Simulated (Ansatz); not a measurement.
```yaml
crystal:
  periodic: [false, false, false]
  atoms:
    - {symbol: As, position_ang: [-0.263293, 1.433068, 0.159194]}
    - {symbol: As, position_ang: [0.940017, -0.384796, -1.009043]}
    - {symbol: As, position_ang: [-1.127745, -0.903786, 0.245250]}
    - {symbol: H, position_ang: [0.640167, 1.274263, 1.401767]}
    - {symbol: H, position_ang: [0.119483, -0.128150, -2.293429]}
    - {symbol: H, position_ang: [-0.308619, -1.290609, 1.496251]}
basis:
  gaussian: {orbitals: pcseg-2}
hamiltonian: {xc: {name: B3LYP5}}
scf: {omitted_lower_state_checks: [starts]}
output: {forces: true}
```

```sh
$ ansatz run in.yaml --threads 4 --pin off --events-out ev --progress --plain --max-ram 3916MiB
```

Output, abridged:

```
Functional definition: B3LYP5
1353 factors; their error is unknown
mean field evaluation 1: about -182568.6743 eV, gradient 1.7e1 eV
mean field evaluation 2: about -182568.9973 eV, gradient 1.1e1 eV
mean field evaluation 4: about -182569.3009 eV, gradient 6.1e-1 eV
mean field evaluation 8: about -182569.3015 eV, gradient 1.6e-2 eV
mean field evaluation 16: about -182570.0809 eV, gradient 5.2e-5 eV
mean field -182570.08086712 eV, -6709.3267214211 hartree, gradient 5.2e-5 eV, S^2 0.000000; 0 other end points of the search recorded, 0 dependent functions left out
reference -182570.08110485 eV, -6709.3267301577 hartree; 51, 51 occupied and 120, 120 virtual orbitals, 1353 factors
Total energy: -182570.08110485 eV, -6709.3267301577 hartree
Atom 0 at    -0.263293     1.433068     0.159194 Å, force     0.187843    -0.039716     0.233988 eV/Å
Atom 1 at     0.940017    -0.384796    -1.009043 Å, force    -0.180873     0.057645    -0.243243 eV/Å
Atom 2 at    -1.127745    -0.903786     0.245250 Å, force     0.174822    -0.076783     0.234247 eV/Å
Atom 3 at     0.640167     1.274263     1.401767 Å, force    -0.172634     0.048250    -0.201858 eV/Å
Atom 4 at     0.119483    -0.128150    -2.293429 Å, force     0.158060    -0.052523     0.180117 eV/Å
Atom 5 at    -0.308619    -1.290609     1.496251 Å, force    -0.167218     0.063127    -0.203251 eV/Å
Dipole moment:     0.031443    -0.010324     0.034579 e Å
Checks for a lower state left out: starts
```

Hardware: 4 threads of Intel Xeon Platinum 8259CL on a shared host. Wall time 3.3 s, peak host memory 0.58 GiB.
